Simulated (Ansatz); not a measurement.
C₂H₉BSi₂ (`BC1C[SiH2][SiH2]1`). Charge 0, multiplicity 1. Geometry: relaxed with PBE0-D4/def2-TZVP.

```xyz
14

B    -0.263    0.339   -1.688
C    -0.919   -0.256   -0.428
C    -0.199    1.038    0.159
Si    1.014    0.208    1.383
Si   -0.020   -1.661    0.458
H    -0.878    1.090   -2.389
H     0.860    0.034   -1.984
H    -2.002   -0.187   -0.365
H     0.395    1.579   -0.627
H    -0.908    1.781    0.520
H     0.634    0.511    2.790
H     2.442    0.581    1.190
H     0.705   -2.613   -0.424
H    -0.862   -2.445    1.404
```

Problem. What is the dipole moment at ωB97M-V/def2-TZVPP? (Best estimate.)

Solution. The calculation gave: 1.26 D, with components (-0.29, 0.57, 1.08) D in this frame, pointing from negative to positive charge.

Problem. And with PBE, r2SCAN, B3LYP? (An estimate is asked.)

Solution. Computed: PBE 1.32 D, r2SCAN 1.30 D, B3LYP 1.24 D.

Problem. Give the Mulliken charges with ωB97M-V, B3LYP, r2SCAN in def2-TZVPP. (An estimate is asked.)

Solution. The calculation gave: 
| atom | ωB97M-V | B3LYP | r2SCAN |
| --- | --- | --- | --- |
| B1 | -0.28 | -0.15 | -0.08 |
| C2 | -0.22 | -0.14 | -0.13 |
| C3 | -0.24 | -0.20 | -0.15 |
| Si4 | 0.13 | 0.19 | 0.20 |
| Si5 | 0.14 | 0.21 | 0.22 |
| H6 | 0.10 | 0.04 | 0.01 |
| H7 | 0.09 | 0.03 | 0.00 |
| H8 | 0.12 | 0.09 | 0.06 |
| H9 | 0.13 | 0.09 | 0.08 |
| H10 | 0.12 | 0.10 | 0.07 |
| H11 | -0.01 | -0.06 | -0.06 |
| H12 | -0.02 | -0.07 | -0.07 |
| H13 | -0.02 | -0.06 | -0.07 |
| H14 | -0.02 | -0.07 | -0.07 |

B3LYP here is the variant with VWN-RPA as its local correlation; programs differ in this.
